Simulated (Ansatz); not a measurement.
Spectroscopic constants of NiS, closed-shell singlet (not the ground state: that is measured with 2S+1 = 3). No spin–orbit coupling. Ni is treated without relativity. The T1 diagnostic near the minimum is 0.123, so single-reference values are doubtful.

Seven points along R, fitted to fifth degree in 1/R; most abundant isotopes. In def2 and cc sets the state is the lowest found near the PBE0 minimum, followed along R. The singlet is held restricted.

Programs: Ansatz (an electronic-structure program). 

Energies at BHLYP/def2-TZVPP:

```json
[
 {"R (Å)": "1.814503", "E (hartree)": "-1906.36717592"},
 {"R (Å)": "1.863280", "E (hartree)": "-1906.37319669"},
 {"R (Å)": "1.908154", "E (hartree)": "-1906.37620487"},
 {"R (Å)": "1.958882", "E (hartree)": "-1906.37721334"},
 {"R (Å)": "2.009610", "E (hartree)": "-1906.37615895"},
 {"R (Å)": "2.068143", "E (hartree)": "-1906.37291322"},
 {"R (Å)": "2.136430", "E (hartree)": "-1906.36703708"}
]
```

**Question.** With a reduced mass of 20.6024 u, find the minimum, the force constant and the constants.

**Answer.** A fifth-degree polynomial in 1/R puts the minimum at r_e = 1.9565 Å with force constant 352 N/m. Then ω_e = (1/2πc)√(k/μ) = 539 cm⁻¹ and B_e = h/(8π²cμr_e²) = 0.2138 cm⁻¹; the cubic and quartic terms give α_e = 0.00092 and ω_e x_e = 1.6 cm⁻¹.
